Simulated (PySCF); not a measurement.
Molecule: `CCC(F)(F)CC`, C$_{5}$H$_{10}$F$_{2}$.

Molfile (atoms numbered from 1):
```
C5H10F2
     RDKit          3D

 17 16  0  0  0  0  0  0  0  0999 V2000
   -2.2803   -0.3504   -0.1110 C   0  0  0  0  0  0  0  0  0  0  0  0
   -0.8267   -0.5728    0.2701 C   0  0  0  0  0  0  0  0  0  0  0  0
   -0.0255    0.7125    0.3147 C   0  0  0  0  0  0  0  0  0  0  0  0
   -0.6317    1.5789    1.1799 F   0  0  0  0  0  0  0  0  0  0  0  0
   -0.0830    1.3102   -0.9143 F   0  0  0  0  0  0  0  0  0  0  0  0
    1.4284    0.5893    0.7245 C   0  0  0  0  0  0  0  0  0  0  0  0
    2.2785   -0.2479   -0.2150 C   0  0  0  0  0  0  0  0  0  0  0  0
   -2.3551    0.1250   -1.0995 H   0  0  0  0  0  0  0  0  0  0  0  0
   -2.8263   -1.3039   -0.1468 H   0  0  0  0  0  0  0  0  0  0  0  0
   -2.7797    0.3048    0.6167 H   0  0  0  0  0  0  0  0  0  0  0  0
   -0.7481   -1.0472    1.2616 H   0  0  0  0  0  0  0  0  0  0  0  0
   -0.3374   -1.2500   -0.4468 H   0  0  0  0  0  0  0  0  0  0  0  0
    1.8119    1.6206    0.7766 H   0  0  0  0  0  0  0  0  0  0  0  0
    1.4536    0.1897    1.7506 H   0  0  0  0  0  0  0  0  0  0  0  0
    2.2003    0.1264   -1.2464 H   0  0  0  0  0  0  0  0  0  0  0  0
    1.9784   -1.3069   -0.2142 H   0  0  0  0  0  0  0  0  0  0  0  0
    3.3371   -0.2073    0.0792 H   0  0  0  0  0  0  0  0  0  0  0  0
  1  2  1  0
  2  3  1  0
  3  4  1  0
  3  5  1  0
  3  6  1  0
  6  7  1  0
  1  8  1  0
  1  9  1  0
  1 10  1  0
  2 11  1  0
  2 12  1  0
  6 13  1  0
  6 14  1  0
  7 15  1  0
  7 16  1  0
  7 17  1  0
M  END
```

Geometry PBE0-D3(BJ)/def2-SVP throughout; GIAO in PySCF 2.14, gas phase, one conformer, non-relativistic; equivalent atoms averaged; functional PBE0.

For orientation, 6-31G* gives these absolute shieldings σ: C3 74.9, C2/C6 163.9, C1/C7 185.1, F4/F5 324.7, H11/H12/H13/H14 30.34, H8/H9/H10/H15/H16/H17 30.93 ppm.

A run gave: C3 145.7, C2/C6 209.8, C1/C7 217.5, F4/F5 410.6, H11/H12/H13/H14 31.67, H8/H9/H10/H15/H16/H17 31.83 ppm (absolute shieldings σ).

Question: Which basis set was used in that run?
A. STO-3G
B. aug-cc-pVDZ
C. 6-311+G(2d,p)
D. cc-pVDZ
E. pcSseg-0

Answer: A. C3 tells them apart best: STO-3G gives 145.7, 6-311+G(2d,p) gives 61.5, pcSseg-0 gives 56.5, cc-pVDZ gives 73.0, aug-cc-pVDZ gives 73.4 ppm.
